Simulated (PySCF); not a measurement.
Species: C5H9N2O3S (charge +1).
Geometry (GFN2-xTB, Å), atoms numbered from 1 in this order:
```xyz
20
C5H9N2O3S angstrom
C     -2.2319   -1.0351   -0.7979
N     -0.9521   -0.4651   -0.4938
C      0.2594   -0.9442   -0.7854
C      1.2042   -0.0609   -0.2922
S      2.9840   -0.2012   -0.4397
O      3.2459   -1.0709   -1.5271
O      3.5300    1.1068   -0.3878
O      3.1939   -0.9424    0.9548
C      0.4886    0.9661    0.2986
N     -0.8129    0.6975    0.1669
C     -1.9346    1.4697    0.6157
H     -2.8333   -0.3472   -1.3946
H     -2.0837   -1.9500   -1.3671
H     -2.7775   -1.2786    0.1157
H      0.4190   -1.8601   -1.3206
H      4.1073   -0.9585    1.2522
H      0.8607    1.8494    0.7800
H     -1.5702    2.3489    1.1421
H     -2.5587    0.8883    1.2965
H     -2.5431    1.7982   -0.2289
```

Computed at PBE0/pcSseg-1 (PySCF, non-relativistic), with Q(14N) = 0.02044 b, Q(33S) = −0.0678 b, Q(17O) = −0.0256 b: N2, 14N (I = 1): χzz = -3.730 MHz, η = 0.923; S5, 33S (I = 3/2): χzz = 13.68 MHz, η = 0.693; O6, 17O (I = 5/2): χzz = -7.476 MHz, η = 0.174; O7, 17O (I = 5/2): χzz = -7.596 MHz, η = 0.231; O8, 17O (I = 5/2): χzz = -10.58 MHz, η = 0.957.

Question: Find the zero-field quadrupole resonance frequencies of 14N at N2.

Answer: From ν± = (3/4)|χ|(1 ± η/3) and ν0 = |χ|η/2: ν+ 3.658 MHz, ν− 1.937 MHz, ν0 1.721 MHz (nitrogen bonded to 2 C and N).

Question: Find the zero-field quadrupole resonance frequencies of 33S at S5.

Answer: From ν = (|χ|/2)√(1 + η²/3): ν = 7.369 MHz (sulfonyl sulfur).

Question: Find the zero-field quadrupole resonance frequencies of 17O at O6.

Answer: From the eigenvalues of H = χ/[4I(2I − 1)] × [3Iz² − I(I + 1) + η(Ix² − Iy²)], steps between neighbouring levels, labelled as for η = 0: ±1/2↔±3/2 1.158 MHz, ±3/2↔±5/2 2.229 MHz (sulfonyl oxygen).

Question: Where would the pure quadrupole (NQR) lines of 17O at O7 fall for the rigid, isolated species?

Answer: From the eigenvalues of H = χ/[4I(2I − 1)] × [3Iz² − I(I + 1) + η(Ix² − Iy²)], steps between neighbouring levels, labelled as for η = 0: ±1/2↔±3/2 1.204 MHz, ±3/2↔±5/2 2.255 MHz (sulfonyl oxygen).

Question: Find the zero-field quadrupole resonance frequencies of 17O at O8.

Answer: From the eigenvalues of H = χ/[4I(2I − 1)] × [3Iz² − I(I + 1) + η(Ix² − Iy²)], steps between neighbouring levels, labelled as for η = 0: ±1/2↔±3/2 2.721 MHz, ±3/2↔±5/2 2.818 MHz (hydroxyl oxygen).

In a crystal, neighbours and librations shift these lines. GFN2-xTB bond lengths can be off by several hundredths of an ångström, more for odd bonds, and the gradients follow them. The basis is small and wasn't made for field gradients, so the couplings can be 20 % off.

One conformer stands for the species.
